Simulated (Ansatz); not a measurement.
[TaO2F2]- (TaO₂F₂⁻). Charge -1, multiplicity 1. Geometry PBE-D4/def2-SVPD; atoms count from 1.

Cartesian coordinates in Å:
```
Ta 0.011 -0.013 -0.012
O 0.960 -1.400 0.598
O 0.172 0.021 -1.792
F 0.736 1.652 0.740
F -1.880 -0.260 0.466
```

In the def2 sets Ta takes a core potential; there is no spin–orbit coupling.

Estimate the Mulliken populations from the PBE0/def2-TZVPD orbitals of Ansatz.


```
atom  charge (e)  d electrons
 Ta1        1.83         2.50
  O2       -0.80            –
  O3       -0.80            –
  F4       -0.61            –
  F5       -0.61            –
```
Mulliken values and Mayer orders depend strongly on the basis. With diffuse functions, as here, like atoms can get unlike values, and bond orders can come out too low or too high.

And the Mayer bond orders between bonded heavy atoms (over 0.3)?

Ta1–O2 1.77 (1.79 Å); Ta1–O3 1.77 (1.79 Å); Ta1–F4 0.61 (1.97 Å); Ta1–F5 0.61 (1.97 Å).
